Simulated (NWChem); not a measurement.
C$_{2}$H$_{4}$BNO; SMILES C#CB(N)O

```xyz
9

C      0.0128    -2.2856     0.0000
C     -0.0013    -1.0687     0.0000
B      0.0162     0.4831     0.0000
N     -1.1877     1.2004     0.0000
O      1.2002     1.1715     0.0000
H      0.0209    -3.3609     0.0000
H     -2.0925     0.7545     0.0000
H     -1.2074     2.2112     0.0000
H      1.9591     0.5828     0.0000
```
Atoms are numbered in this order, from 1.

Program: NWChem. Pople sets run with spherical d functions. STO-3G and 3-21G are far too small for this property and stand as cheap habits. The geometry was optimised at PBE0/def2-SVP. GIAO values for the isolated, static molecule; σ is the absolute isotropic shielding, δ = σ(reference) − σ with the isolated reference molecule computed at the same levels (11B: boron trifluoride, 13C: tetramethylsilane, 1H: tetramethylsilane, 15N: ammonia, 17O: water).

```json
[
 {"level": "LDA (Slater exchange, VWN5)/pcSseg-1", "δ C1 (ppm)": "96.4", "δ C2 (ppm)": "94.8", "δ B3 (ppm)": "8.1", "δ N4 (ppm)": "93.9", "δ O5 (ppm)": "142.7", "δ H6 (ppm)": "1.98", "δ H9 (ppm)": "3.86", "relative time": "8"},
 {"level": "Hartree-Fock/STO-3G", "δ C1 (ppm)": "92.3", "δ C2 (ppm)": "70.5", "δ B3 (ppm)": "14.1", "δ N4 (ppm)": "23.7", "δ O5 (ppm)": "35.6", "δ H6 (ppm)": "3.18", "δ H9 (ppm)": "2.24", "relative time": "1"},
 {"level": "B3LYP/6-311G**", "δ C1 (ppm)": "89.1", "δ C2 (ppm)": "87.5", "δ B3 (ppm)": "10.8", "δ N4 (ppm)": "80.2", "δ O5 (ppm)": "124.9", "δ H6 (ppm)": "1.98", "δ H9 (ppm)": "3.16", "relative time": "20"}
]
```

Relative times are rough (shared machine, one core).
